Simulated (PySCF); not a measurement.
# Energy of Cu+ (copper, charge +1) between two integer charges

The 3d beta orbital of [Ar] 3d10 is emptied in steps (occupation f), with all orbitals relaxed, ending at [Ar] 3d9. All numbers are calculated (PySCF 2.14, no relativity, point nucleus, in aug-pcseg-2). The exact energy is a straight line in f; departures are measured from the line between the end points of the same method.

```tsv
f	HSE06 (eV)
1	0.000
0.9	-0.438
0.7	-1.038
0.5	-1.252
0.3	-1.065
0.1	-0.461
0	0.000
```

| method | E(f=0) − E(f=1) (eV) | −ε at f=1 (eV) | −ε at f=0.5 (eV) |
| --- | --- | --- | --- |
| HSE06 | 20.399 | 15.567 | 20.317 |

Orbital energy along the path (eV):

| f | HSE06 |
| --- | --- |
| 1 | -15.567 |
| 0.9 | -16.467 |
| 0.7 | -18.346 |
| 0.5 | -20.317 |
| 0.3 | -22.364 |
| 0.1 | -24.476 |
| 0 | -25.552 |

Reference removal energy between the ground levels: 20.292 eV (measured; NIST Atomic Spectra Database, ionization energies). The calculation has no spin-orbit coupling.
